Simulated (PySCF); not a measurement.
Method: B3LYP-D3(BJ)/def2-TZVP in PySCF. Gas-phase values, no solvent. B3LYP has the VWN-RPA correlation part, as in Gaussian. Delta-SCF ions had no search for a lower state. Excitations are Tamm–Dancoff values on a coarser integration grid. The basis has no diffuse functions, so Rydberg states are missing or too high.

Reference species (SMILES): `C#CN=[SiH2]` (neutral, multiplicity 1).

- S1 excitation (TDA) = 2.36 eV
- vertical ionisation energy (Delta-SCF) = 8.29 eV

Changed species: `C=[si]1cn1`.

Question: Give the shifts of the S1 excitation (TDA) and vertical ionisation energy (Delta-SCF).

Answer: the S1 excitation (TDA) goes up by 1.35 eV, to 3.71 eV; the vertical ionisation energy (Delta-SCF) increases by 0.41 eV, to 8.70 eV.
